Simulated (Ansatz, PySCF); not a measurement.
B(F)2(vinyl) (C2H3BF2), SMILES C=CB(F)F.

The structure is a stationary point at B3LYP-D3(BJ)/def2-SVP. One conformer was computed; it need not be the lowest.

Vertical ionisation energy (IE) and electron affinity (EA) in eV. Rows of orbital energies are one-electron estimates. Where ΔSCF, EOM or ADC give a negative EA the extra electron is unbound and the value depends on the basis.

```csv
level,IE,EA
"−ε(HOMO), −ε(LUMO), M06-2X/def2-TZVP (PySCF)",?,?
"ΔSCF, PBE0/def2-SVPD (Ansatz), final states of multiplicity 2 and 2",11.09,-0.44
```

### Question
What belongs in the gaps? (The exact figures need the calculation; the answer reports its results.)

### Answer

- −ε(HOMO), −ε(LUMO), M06-2X/def2-TZVP (PySCF), IE: 9.84
- −ε(HOMO), −ε(LUMO), M06-2X/def2-TZVP (PySCF), EA: 0.63

### Question
What vertical singlet–triplet gap does ΔSCF give with PBE0/def2-SVPD (Ansatz, a program for electronic structure)? (An estimate is asked for; the answer gives what the named calculation found.)

### Answer
3.80 eV (triplet above singlet where positive).
